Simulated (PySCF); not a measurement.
**Molecular orbitals of GeN⁻**

BHandHLYP at R = 1.682 Å; Ge aug-cc-pVDZ-PP with ECP10, N aug-cc-pVDZ; scalar-relativistic core potentials (PySCF 2.14). State: ¹Σ⁺ (singlet), closed shell. Only the outer orbitals are listed, counted within each symmetry, core potentials removing the inner ones.

```csv
orbital,occ.,ε (eV),on Ge (%),main shells (%)
5σ,2,-16.48,17,"80 N s, 12 Ge s"
6σ,2,-6.79,69,"64 Ge s, 17 N p, 14 N s"
7σ,2,-2.08,46,"46 N p, 32 Ge p, 14 Ge s"
3π,2,-1.77,34,"65 N p, 33 Ge p"
3π,2,-1.77,34,"65 N p, 33 Ge p"
4π,0,3.98,105,106 Ge p
4π,0,3.98,105,106 Ge p
8σ,0,4.06,110,103 Ge p
```

Question: Which are the highest filled and the lowest empty level, where do they sit, and how wide is the gap?

Answer: Highest filled 3π at -1.77 eV (in %: 65 N p, 33 Ge p); lowest empty 4π at 3.98 eV (in %: 106 Ge p); the gap at BHandHLYP is 5.75 eV. An empty level above zero is unbound, and its energy depends on the basis.

- bond order (Mayer): 2.61
- ⟨S²⟩: 0.000
- charge on Ge (Mulliken, basis-dependent): 0.00
- charge on Ge (Löwdin, basis-dependent): 0.10
- dipole moment (positive dipole points towards N; it is taken about the centre of mass and depends on that origin): -4.51 D

Shares are Mulliken populations and can fall outside 0 to 100 %.
